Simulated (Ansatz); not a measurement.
`C[CH2][Sn]([F])([F])[F]` from Hartree–Fock to CCSD(T)

```xyz
11

C    -0.740    0.142    1.347
C    -0.784   -0.307   -0.106
Sn    1.051    0.037   -1.115
F     1.569    1.866   -1.160
F     1.108   -0.510   -2.935
F     2.536   -0.840   -0.315
H    -1.704   -0.057    1.823
H    -0.542    1.211    1.437
H     0.024   -0.391    1.915
H    -1.541    0.226   -0.684
H    -0.977   -1.376   -0.206
```

Total charge 0; spin multiplicity 1. Correlated methods include outer-core shells of Sn, which these sets cover unevenly. Sn takes the def2 core potential. The structure was optimised at the PBE0-D4/def2-TZVP level. It is one conformer, not always the lowest. Frozen core, restricted reference, Ansatz 0.2.0.

```
     basis     HF (Eh)  MP2 corr.  CCSD corr.       (T)  CCSD(T) total
  def2-SVP  -590.08903   -0.95889    -0.99289  -0.02097     -591.10289
def2-TZVPP  -590.58372          ?           ?         ?              ?
def2-QZVPP           ?   -1.73460           –         –              –
```

Q: Fill in the withheld values. (Best estimate.)

A: Ansatz gave: def2-TZVPP MP2 corr.: -1.42394; def2-TZVPP CCSD corr.: -1.43587; def2-TZVPP (T): -0.04633; def2-TZVPP CCSD(T) total: -592.06592; def2-QZVPP HF (Eh): -590.60628.
